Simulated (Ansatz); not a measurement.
Geometry optimisation, Ansatz, RKS PBE-D4/def2-SVP.

Input file:

```yaml
crystal:
  periodic: [false, false, false]
  atoms:
    - { symbol: Si, position_ang: [0.0, 0.0, 0.0] }
    - { symbol: H, position_ang: [0.0, 0.0, 1.81] }
    - { symbol: "N", position_ang: [1.7163, 0.0, -0.6061] }
    - { symbol: H, position_ang: [2.2145, -0.918, -0.7868] }
    - { symbol: H, position_ang: [2.2175, 0.918, -0.7783] }
    - { symbol: F, position_ang: [-0.7489, 1.2974, -0.5295] }
    - { symbol: F, position_ang: [-0.7489, -1.2974, -0.5295] }
    - { symbol: S, position_ang: [-2.3345, 0.0, 0.7757] }
    - { symbol: H, position_ang: [-3.0901, -0.8728, -0.0163] }
    - { symbol: H, position_ang: [-0.9511, 0.0, 1.8802] }
basis:
  gaussian: { orbitals: def2-SVP }
hamiltonian:
  xc: pbe
  dispersion: d4
relax:
  f_tol: 0.15
  max_steps: 25
  restrain:
    - { distance: [0, 7], at: 3.36, k: 30.0 }
    - { distance: [9, 1], at: 1.86, k: 30.0 }
    - { distance: [0, 1], at: 1.46, k: 30.0 }
    - { distance: [9, 7], at: 1.4, k: 30.0 }
```

Command:

```bash
$ ansatz run input.yaml --threads 2 --pin off --max-ram 3072MiB --backend cpu --events-out ev --progress --plain --runs-dir out
```

Problem. Where does it end, and by what steps?

Solution. It converged. The restraints hold the end off the free minimum; the threshold counts their pulls, which the force column leaves out. Restrained pairs: Si1–S8 (2.46 → 3.37 Å), H2–H10 (0.95 → 1.87 Å), Si1–H2 (1.81 → 1.47 Å), S8–H10 (1.77 → 1.38 Å). After 17 steps the energy has fallen by 4.093 eV (the restraints' own energy left out); H10 moved furthest, 0.87 Å.

```csv
step,energy less start (eV),largest force component (eV/Å),accepted
0,0.0000,2.927,yes
1,-1.0759,1.886,yes
2,-2.1169,3.432,yes
3,-2.9928,4.371,yes
4,-3.7858,1.557,yes
5,-3.9800,0.914,yes
6,-4.0087,0.827,yes
7,-4.0411,0.573,yes
8,-4.0446,0.582,yes
9,-4.0474,0.632,yes
10,-4.0510,0.619,yes
11,-4.0305,1.054,no
12,-4.0591,0.599,yes
13,-4.0623,0.619,yes
14,-4.0774,0.623,yes
15,-4.0755,0.673,no
16,-4.0861,0.628,yes
17,-4.0929,0.642,yes
```

```xyz
10
Properties=species:S:1:pos:R:3
Si 0.192 0.095 -0.073
H 0.035 -0.162 1.366
N 1.849 0.076 -0.505
H 2.448 -0.714 -0.250
H 2.151 0.507 -1.384
F -0.364 1.539 -0.564
F -0.703 -1.037 -0.858
S -2.893 0.055 1.282
H -2.701 -0.859 0.292
H -1.738 -0.374 1.913
```

Run time: 30 s on 2 threads of Arm Neoverse V2, with other jobs on the host, peak memory 0.15 GiB.
